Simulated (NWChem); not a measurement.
**Atomisation of C2H5N3Si**

SMILES: N[SiH]1N=CC=N1
```xyz
11

N      2.0990    -0.3350     0.0000
Si     0.6220     0.5368     0.0000
N     -0.4526     0.0414     1.3494
C     -1.5014    -0.3934     0.7651
C     -1.5014    -0.3934    -0.7651
N     -0.4526     0.0414    -1.3494
H      2.4754    -0.7496     0.8451
H      2.4754    -0.7496    -0.8451
H      0.7611     2.0164     0.0000
H     -2.3796    -0.7731     1.3188
H     -2.3796    -0.7731    -1.3188
```
Charge 0, spin multiplicity 1.

Program: NWChem. Structure: optimised with B3LYP/def2-SVP, held to Cs symmetry and with no frequency check, so it may be a saddle point. It is one conformer; others weren't searched.

Basis set: def2-SVP. The atomisation energy is electronic alone: no zero-point, thermal, spin-orbit or counterpoise terms. No value is extrapolated to the basis-set limit. Free atoms are single determinants with multiplicities N 4, Si 3, C 3, H 2. Correlated methods freeze the same cores in atoms and molecule, 10 orbitals in all.

B3LYP has NWChem's definition, with VWN1-RPA local correlation. The structure started from a generated list of species. No SCF solution was tested for a lower state. Open-shell Hartree-Fock references start from PBE0 orbitals.

Problem. One of these methods gave an atomisation energy of 1059.2 kcal/mol. Which?
A. B3LYP
B. PBE0
C. BHandHLYP
D. MP2

Solution. A, B3LYP. The others give 1065.9 (PBE0), 1006.2 (MP2), 1014.9 (BHandHLYP).
